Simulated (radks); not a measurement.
Initial-state core-level shifts of neutral mercury when its valence configuration changes from [Hg]. All-electron calculation, scalar-relativistic Kohn-Sham, PBEsol, spin-polarised, spherical densities, finite nucleus; open shells are filled with parallel spins first (spin-orbit coupling, left out, can overturn this in heavy ions); Fermi nuclear charge, rms radius 5.4648 fm. Program: a radial shooting solver on a logarithmic mesh with Libxc functionals. Shifts are changes of the shell-averaged eigenvalues in eV (positive: less bound); the change of the density at the nucleus, which sets a Mossbauer isomer shift, is in e/bohr^3, on a base of 2.497e+06.

valence,3p,4p,4d,5s,density at nucleus
[Xe] 4f13.5 5d10 6s2 6p0.5,-10.860,-9.312,-9.036,-4.857,+115.2
[Xe] 4f14 5d10 6s1 6p1,-2.006,-2.016,-2.015,-2.041,-151.3
[Xe] 4f14 5d9.5 6s2 6p0.5,-2.856,-2.843,-2.844,-2.763,+32.3
[Xe] 4f14 5d10 6p2,-3.876,-3.894,-3.891,-3.934,-318.2
[Xe] 4f14 5d9 6s2 6p1,-5.595,-5.566,-5.567,-5.382,+64.2
[Xe] 4f14 5d8 6s2 6p2,-11.001,-10.923,-10.924,-10.465,+129.4
[Xe] 4f14 5d9.5 6p2.5,-6.346,-6.350,-6.348,-6.295,-312.4
[Xe] 4f13 5d10 6s2 6p1,-21.881,-18.685,-18.131,-9.668,+233.2
